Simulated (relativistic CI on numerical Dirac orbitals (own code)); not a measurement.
## Sc2+: K-alpha X-ray emission

Computed with this model: Dirac-Coulomb-Breit CI, separate exchange-only KLI orbitals for each configuration, QED by a radiative potential, valence Slater integrals scaled by 0.9, multiplet model of X-ray emission after core ionisation; configurations [Ar] 3d → 1s 2s2 2p6 3s2 3p6 3d → [He] 2s2 2p5 3s2 3p6 3d; 300 K; Lorentzian 2.52 eV and Gaussian 0.6 eV FWHM. Energies are those of the free ion, without screening or charge transfer. S is read from ⟨S²⟩ = S(S + 1).

free ion: ground-state S = 0.50, centroid 4088.09 eV. Peaks (eV, height): 4085.2 (57), 4089.6 (100).

Strongest unbroadened transitions for free ion:

| Energy (eV) | Relative strength |
| --- | --- |
| 4083.34 | 30.6 |
| 4085.07 | 23.5 |
| 4085.08 | 23.1 |
| 4085.16 | 19.9 |
| 4085.18 | 12.5 |
| 4085.29 | 42.7 |
| 4085.30 | 27.5 |
| 4087.70 | 15.2 |
| 4087.75 | 12.6 |
| 4089.12 | 22.6 |
| 4089.13 | 23.7 |
| 4089.26 | 18.9 |
| 4089.27 | 37.9 |
| 4089.82 | 100.0 |
| 4090.07 | 14.8 |
| 4090.14 | 59.6 |
| 4090.52 | 22.8 |
| 4090.80 | 14.4 |
